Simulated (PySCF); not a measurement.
# One molecule, several mistakes: B2C2H7

All numbers below are calculated, not measured. The program is PySCF 2.14.0, an open-source quantum chemistry code, run on an isolated molecule that a program drew, which may never have been made. The molecule is B2C2H7 (charge 0, doublet), drawn as the SMILES string `[BH]CBC`.

Each row is a Hartree-Fock (HF) and frozen-core CCSD(T) single point in the cc-pVDZ basis, meant for a local HF minimum. Run 1 is clean. Each other run has one planted mistake out of seven kinds, and not every kind appears here: one electron removed, one electron added, multiplicity raised by two, geometry at a saddle point, minimal basis STO-3G, one bond length entered in bohr, all coordinates scaled. The reference is restricted for singlets and unrestricted otherwise, and also for a bond in bohr. Adding or removing an electron swaps singlet and doublet. Electrons count all cores. HOMO and LUMO are orbital energies over both spins, the gradient is its largest component, and the lowest frequency (negative if imaginary) is given only where the gradient is small. Bond lengths are over the 10 bonds as drawn. T1 is the CCSD diagnostic: over 0.02 (restricted) or 0.045 (unrestricted) a single reference is doubtful.

Geometry of the clean run:
```xyz
11
B2C2H7, angstrom
B     2.1427    0.3992    0.4923
C     0.8120    1.0399    0.9973
B    -0.4229    0.4694    0.1807
C    -1.5082   -0.4894    0.8020
H     2.7812   -0.4738    1.0119
H     0.6832    0.8991    2.0757
H     0.8574    2.1122    0.7604
H    -0.5519    0.8193   -0.9652
H    -1.8495   -1.2489    0.0927
H    -2.3895    0.1310    1.0236
H    -1.2075   -0.9722    1.7347
```

```
run  electrons  basis functions  <S^2>  HOMO (eV)  LUMO (eV)  gradient (hartree/bohr)  lowest frequency (cm^-1)  mean bond (Å)  longest bond (Å)      T1  HF (hartree)  CCSD(T) (hartree)                          mistake
  1         29               91  0.753      -8.77       1.81                  8.3e-06                        33         1.2609             1.587  0.0115    -129.11699         -129.61672                         no fault
  2         29               91  0.753      -9.08       1.49                  5.6e-02                         -         1.3832             1.741  0.0120    -129.04762         -129.56283           all coordinates scaled
  3         29               27  0.752      -7.32       6.23                  2.4e-02                         -         1.2609             1.587  0.0071    -127.54758         -127.76148             minimal basis STO-3G
  4         29               91  1.466      -8.87       1.68                  1.7e-02                         -         1.3582             2.067  0.0558    -128.99107         -129.48720  one bond length entered in bohr
  5         29               91  3.770      -6.69      -2.32                  8.0e-02                         -         1.2609             1.587  0.0401    -128.92489         -129.42489                                ?
```

**Which mistake was planted in run 5, and what did it cost?**

Electrons, basis and geometry are unchanged, and <S^2> is 3.770, beside S(S+1) = 3.75 for a multiplicity of 4. So the mistake is: multiplicity raised by two. Subtracting run 1 and multiplying by 627.51 kcal/mol a hartree, the energy moved by 120.5 kcal/mol in HF and 120.4 kcal/mol in CCSD(T).

Cautions from the logs. Run 4: T1 is over the limit, so its CCSD(T) energy is less reliable.
